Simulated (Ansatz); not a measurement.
`C[SiH](F)[O][AlH2]` + `C=C(N)[SiH3]` → `C=C([SiH3])[NH][AlH2]` + `C[SiH](O)F`  (ligand exchange at the Al–O bond)

Computed with Ansatz on PBE0-D4/def2-TZVP structures; ΔE is electronic, products minus reactants. CCSD(T)/CBS is the MP2 limit (def2-TZVPP, def2-QZVPP) plus CCSD(T) − MP2 in def2-TZVPP, frozen cores. DFT in def2-TZVPP. B3LYP here is the variant with VWN-RPA as its local correlation; programs differ in this. One conformer a species, not always the lowest.

(1) Is it downhill or uphill in electronic energy at CCSD(T)/CBS, and by how much? (Best estimate.)

(2) What do these levels give: r2SCAN-D4, PBE0-D4, PBE, r2SCAN, PBE0, B3LYP, HF/def2-TZVPP, CCSD/def2-TZVPP, CCSD(T)/def2-TZVPP, HF/def2-QZVPP, MP2/def2-QZVPP, CCSD/CBS(def2)? (Best estimate.)

Largest T1 diagnostic among the species: 0.013.

Answers

(1) Computed: Uphill: ΔE = +64.9 kJ/mol.

(2) Ansatz gave: r2SCAN-D4 65.4, PBE0-D4 61.5, PBE 59.9, r2SCAN 66.1, PBE0 64.1, B3LYP 71.8, HF/def2-TZVPP 85.2, CCSD/def2-TZVPP 67.7, CCSD(T)/def2-TZVPP 64.0, HF/def2-QZVPP 87.1, MP2/def2-QZVPP 64.7, CCSD/CBS(def2) 68.7 kJ/mol.

From PBE to PBE0 (25 % exact exchange), in def2-TZVPP and without D4, ΔE moves by +4.2 kJ/mol. In def2-TZVPP, CCSD(T) changes the Hartree–Fock value by −21.2 kJ/mol (the triples alone add −3.8 kJ/mol) and MP2 by −21.7 kJ/mol. The D4 term adds −5.1 kJ/mol with B3LYP and −2.6 kJ/mol with PBE0; it sums over pairs of atoms, weighted by their polarisabilities, and B3LYP, whose exchange is more repulsive, gets the larger term.
